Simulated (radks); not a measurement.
I-, 54 electrons, occupied as [Xe].

All-electron calculation, scalar-relativistic Kohn-Sham, LB94 model potential, spin-polarised, spherical densities, point nucleus; Watson sphere of charge +0.97 and radius 3.69 bohr. Program: a radial shooting solver on a logarithmic mesh with Libxc functionals.

Energy parts (hartree; the electron-nucleus part includes the sphere):
kinetic: 7494.61916
electron-nucleus: -17285.19611
Hartree: 2841.53344
(The LB94 potential has no energy functional, so no total or exchange-correlation energy is given.)

Orbitals (lengths in bohr, moments of r in powers of bohr; r(90%) holds 90 % of the orbital's charge):
orbital  occ.  eigenvalue (hartree)   <1/r>      <r>  r(90%)
1s          2             -1217.836   56.90  0.02718  0.0489
2s          2             -188.7662   13.04   0.1169   0.181
2p          6             -169.6234   12.49   0.1022   0.166
3s          2             -38.45196   4.661   0.3138   0.460
3p          6             -32.22656   4.440   0.3116   0.467
3d         10             -22.87215   4.211   0.2877   0.451
4s          2              -6.79971   1.885   0.7405    1.07
4p          6              -4.86009   1.725   0.7929    1.16
4d         10              -2.03132   1.445   0.9180    1.40
5s          2              -0.75751  0.6766    1.955    2.90
5p          6              -0.37554  0.5120    2.557    3.92

The highest occupied level is 5p at -10.219 eV. Summed over all electrons, <r^2> = 71.85 bohr^2, which gives a Langevin (diamagnetic) susceptibility term of -56.9 x 10^-6 cm^3/mol. The density falls to 0.001 e/bohr^3 at r = 4.76 bohr.
